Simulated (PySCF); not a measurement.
C5H7FO2S.
Atom-mapped SMILES: `[CH2:1]=[CH:2]/[CH:3]=[CH:4]/[S:5](=[O:6])(=[O:7])[CH2:8][F:9]` (hydrogens: H10, H11 on C1; H12 on C2; H13 on C3; H14 on C4; H15, H16 on C8)

Geometry (GFN2-xTB, Å), atoms numbered from 1 in this order:
```
atom  x, y, z in Å
C1     2.718   -1.320    1.393
C2     1.856   -1.250    0.384
C3     0.921   -0.159    0.229
C4     0.048   -0.040   -0.763
S5    -1.028    1.377   -0.798
O6    -0.636    2.315    0.218
O7    -1.168    1.849   -2.144
C8    -2.663    0.686   -0.255
F9    -2.771   -0.567   -0.767
H10    2.758   -0.555    2.151
H11    3.411   -2.137    1.495
H12    1.824   -2.024   -0.371
H13    0.941    0.625    0.976
H14   -0.079   -0.721   -1.585
H15   -2.670    0.627    0.833
H16   -3.469    1.304   -0.648
```

PySCF closed-shell single points with density fitting, gas phase. The input was altered on purpose; the results of an altered input aren't properties of the species above.

What comes out at LDA/pcseg-1 with: at most 86 cycles, bond C1–C2 scaled by 0.8?

E = -837.9972 Eh; HOMO -7.09 eV, LUMO -2.77 eV (gap 4.32 eV), in 13 cycles. The distance C1···C2 goes from 1.330 to 1.064 Å, the nuclear repulsion from 556.15 to 556.26 Eh. Only C2 was moved, along that bond; its nearest neighbour is now C1 at 1.064 Å.

Coordinates of the altered input:
```
atom  x, y, z in Å
C1     2.7183   -1.3200    1.3934
C2     2.0284   -1.2639    0.5855
C3     0.9209   -0.1593    0.2290
C4     0.0477   -0.0401   -0.7633
S5    -1.0283    1.3765   -0.7976
O6    -0.6355    2.3148    0.2178
O7    -1.1683    1.8489   -2.1439
C8    -2.6627    0.6858   -0.2547
F9    -2.7713   -0.5675   -0.7668
H10    2.7584   -0.5545    2.1507
H11    3.4110   -2.1374    1.4953
H12    1.8240   -2.0235   -0.3714
H13    0.9405    0.6248    0.9757
H14   -0.0790   -0.7210   -1.5846
H15   -2.6704    0.6271    0.8329
H16   -3.4688    1.3043   -0.6484
```

The SCF part of the output:
```
final grid: 139416 points
cycle   1  E = -837.6453056790  dE =  2.160e+00  |g| = 1.304e+00  |ddm| = 4.720e+00
cycle   2  E = -835.5178107141  dE =  2.127e+00  |g| = 3.450e+00  |ddm| = 5.300e+00
cycle   3  E = -837.9355681098  dE = -2.418e+00  |g| = 4.819e-01  |ddm| = 4.519e+00
cycle   4  E = -837.9862333078  dE = -5.067e-02  |g| = 2.177e-01  |ddm| = 7.596e-01
cycle   5  E = -837.9943561308  dE = -8.123e-03  |g| = 1.073e-01  |ddm| = 2.474e-01
cycle   6  E = -837.9970155674  dE = -2.659e-03  |g| = 2.794e-02  |ddm| = 1.167e-01
cycle   7  E = -837.9972151022  dE = -1.995e-04  |g| = 9.223e-03  |ddm| = 3.886e-02
cycle   8  E = -837.9972322826  dE = -1.718e-05  |g| = 2.866e-03  |ddm| = 1.071e-02
cycle   9  E = -837.9972337063  dE = -1.424e-06  |g| = 1.258e-03  |ddm| = 3.542e-03
cycle  10  E = -837.9972338386  dE = -1.323e-07  |g| = 9.789e-04  |ddm| = 2.127e-03
cycle  11  E = -837.9972340216  dE = -1.830e-07  |g| = 1.852e-04  |ddm| = 9.818e-04
cycle  12  E = -837.9972340280  dE = -6.415e-09  |g| = 6.655e-05  |ddm| = 2.651e-04
cycle  13  E = -837.9972340290  dE = -9.809e-10  |g| = 2.082e-05  |ddm| = 7.935e-05
converged SCF energy = -837.9972340290
```
